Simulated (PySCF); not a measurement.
**H₂SnO, singlet: structure and spectrum**

Computed with PBE0 in PySCF with Sn def2-TZVP with ECP28, O def2-TZVP, H def2-TZVP; scalar-relativistic core potentials, no spin–orbit coupling; density-fitted integrals.

The structure is a minimum.

Z-matrix (Å, degrees; charge 0 multiplicity 1):
```
Sn
O  1 1.8204
H  1 1.7133 2 124.12
H  1 1.7133 2 124.12 3 180.00
```

```json
{"Point group": "C2v", "Bond lengths": "Sn–H 1.713 Å (×2), Sn–O 1.820 Å", "Bond angles": "H–Sn–H 111.8°, H–Sn–O 124.1° (×2)", "Entropy at 298.15 K and 1 bar": "260.3 J/(mol K)", "Principal polarisabilities": "29.2, 41.8, 49.5 bohr³", "Heat capacity Cp at 298.15 K": "50.7 J/(mol K)", "Principal quadrupole moments (Buckingham, traceless) about the centre of mass": "-8.93, 1.97, 6.96 D Å", "Dipole moment": "4.29 D", "Highest occupied level": "-7.34 eV", "Rotational symmetry number": "2", "Atomisation energy without zero-point energy": "854 kJ/mol", "Zero-point energy": "37.4 kJ/mol", "Lowest empty level": "-2.58 eV", "Enthalpy at 298.15 K above 0 K": "11.78 kJ/mol", "Rotational constants": "4.157, 0.3405, 0.3147 cm⁻¹"}
```

Harmonic modes (masses in u: Sn 119.902, O 15.995, H 1.008):
| symmetry | ω (cm⁻¹) | IR (km/mol) | μ (u) |
| --- | --- | --- | --- |
| b2 | 427 | 64.8 | 1.15 |
| b1 | 477 | 34.0 | 1.08 |
| a1 | 691 | 92.5 | 1.02 |
| a1 | 855 | 39.5 | 15.97 |
| b2 | 1901 | 214 | 1.02 |
| a1 | 1907 | 54.1 | 1.01 |

In C2v the vibrations span 2b2 + b1 + 3a1. Here b1 is antisymmetric to the molecular plane and b2 lies in it.

Charges (e):
```
atom  Mulliken  Löwdin  polar tensor  Mayer order to Sn1
 Sn1      0.69    0.57          1.19                   –
  O2     -0.64   -0.45         -0.72                1.89
H3,4     -0.03   -0.06         -0.24                0.88
```

Mulliken populations on Sn1 (electrons outside its core potential): s 3.32, p 7.72, d 10.21, f 0.06.

Counting electrons, tin keeps none of its valence electrons outside its bonds, so the VSEPR class is AX3 and the expected shape is trigonal planar; with unlike ligands the computed point group is C2v.

This need not be the most stable arrangement of these atoms.

The final relaxation and frequency run took 29 s on 2 threads of a shared Arm Neoverse V2 host, with 93 basis functions and 14 gradients; the process peaked at 1.1 GiB. Launch command: `OMP_NUM_THREADS=2 python axn.py task.json out`.
